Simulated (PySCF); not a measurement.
Delta-SCF ions had no search for a lower state. Excitations are Tamm–Dancoff values on a coarser integration grid. The basis has no diffuse functions, so Rydberg states are missing or too high.

## C3H4O, SMILES `C=C=CO` (charge 0, multiplicity 1)

Method: ωB97X-D3(BJ)/def2-TZVP // PBE0-D3(BJ)/def2-TZVP in PySCF.

- HOMO = -9.04 eV
- dipole moment = 1.24 D
- HOMO–LUMO gap = 10.90 eV
- LUMO = 1.85 eV
- S1 excitation (TDA) = 4.73 eV
- S1 oscillator strength = 0.000
- T1 excitation (TDA) = 4.37 eV
- S1–T1 gap (TDA) = 0.37 eV
- vertical ionisation energy (Delta-SCF) = 9.02 eV
- total energy = -192.0122 Ha
- cost = around 2.1 core-minutes (rough)

```xyz
8

C      1.4659    -0.2005     0.4643
C      0.2983    -0.1199    -0.1057
C     -0.8678    -0.0440    -0.6859
O     -2.0100     0.4684    -0.1476
H      1.7591    -1.0726     1.0440
H      2.1977     0.5996     0.3819
H     -1.0235    -0.4035    -1.6967
H     -1.8197     0.7724     0.7457
```
